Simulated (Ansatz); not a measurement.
Input for Ansatz (a program for electronic structure): R-wB97X-V/def2-TZVPP on BH4NO2 (SMILES NB(O)O), a point of a torsion scan.

Ansatz 0.2 input:
```yaml
crystal:
  periodic: [false, false, false]
  atoms:
    - {symbol: N, position_ang: [1.13342348, -0.14204644, 0.18323087]}
    - {symbol: B, position_ang: [-0.23456296, 0.13320650, 0.05657469]}
    - {symbol: O, position_ang: [-1.15442435, -0.90238856, -0.08053676]}
    - {symbol: O, position_ang: [-0.63093384, 1.43833362, 0.10645466]}
    - {symbol: H, position_ang: [1.80352422, 0.57491004, 0.39002254]}
    - {symbol: H, position_ang: [1.49948483, -1.07428321, 0.23131931]}
    - {symbol: H, position_ang: [-1.36367685, -1.16127743, -0.97218222]}
    - {symbol: H, position_ang: [-1.57913908, 1.55363537, 0.06042398]}
basis:
  gaussian:
    orbitals: def2-TZVPP
hamiltonian:
  xc: {name: wB97X-V}
scf: {lower_state_search: off}
```

The head of its log:

```
WARN ansatz: RAYON_NUM_THREADS=2 ignored (pool sized by the plan → 2); use --threads N
Functional definition: wB97X-V
these checks for a lower state are left out or cut short: stability, starts, cluster_reference, orbital_swaps, neighbouring_geometries, increment
integrals: 0.10 GiB planned
862 factors; their error is unknown
integrals: 0.13 GiB planned
214 factors; integrals over basis functions are off by at most 1.0e-5 eV
mean field: 0.90 GiB planned
mean field evaluation 1: about -6322.0197 eV, gradient 7.1e1 eV
mean field evaluation 2: about -6323.4379 eV, gradient 6.6e1 eV
```

Problem. Give the final energy of this run.

Solution. -232.6297 hartree.
